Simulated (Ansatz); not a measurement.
Reaction: SiPH5 (SMILES [SiH3]P) → SiPH4 (SMILES [SiH2]P, doublet) + H (doublet) (the H-Si bond breaks)
Each species at its own B3LYP-D3(BJ)/def2-TZVP minimum (Ansatz, a first-principles code).

Total energies in hartree (Ansatz). Open shells are spin-unrestricted; no spin-orbit coupling. Correlated methods leave the cores frozen. No relativity. Where a partner has so few electrons that a lower coupled-cluster level is exact, that level stands in.

```tsv
species	HF/cc-pV(T+d)Z	CCSD(T)/cc-pV(T+d)Z	HF/cc-pV(Q+d)Z	CCSD(T)/cc-pV(Q+d)Z	CCSDT(Q)/cc-pV(T+d)Z
1: SiPH5 (silylphosphane, SMILES [SiH3]P)	-632.60995	-632.96108	-632.61694	-632.98703	-632.96307
2: SiPH4 (SMILES [SiH2]P, doublet)	-631.99214	-632.31376	-631.99876	-632.33807	-632.31594
3: H (doublet)	-0.49981	-0.49981	-0.49995	-0.49995	-0.49981
```

Problem. Work out the bond dissociation energy (electronic) in kcal/mol: take Hartree-Fock from cc-pV(Q+d)Z, extrapolate the CCSD(T) correlation energy as X^-3 (X = 3, 4), and add CCSDT(Q) - CCSD(T) in cc-pV(T+d)Z. 1 hartree = 627.51 kcal/mol.

Solution. 
Species 1: correlation (64·(-0.37009) - 27·(-0.35113))/37 = -0.38393; step -0.00199; E1 = -632.61694 + (-0.38393) + (-0.00199) = -633.00286
Species 2: correlation (64·(-0.33931) - 27·(-0.32162))/37 = -0.35222; step -0.00218; E2 = -631.99876 + (-0.35222) + (-0.00218) = -632.35316
Species 3: correlation (64·(0.00000) - 27·(0.00000))/37 = 0.00000; step +0.00000; E3 = -0.49995 + (0.00000) + (+0.00000) = -0.49995
-1·E1 +1·E2 +1·E3 = 0.14975 hartree = 94.0 kcal/mol.
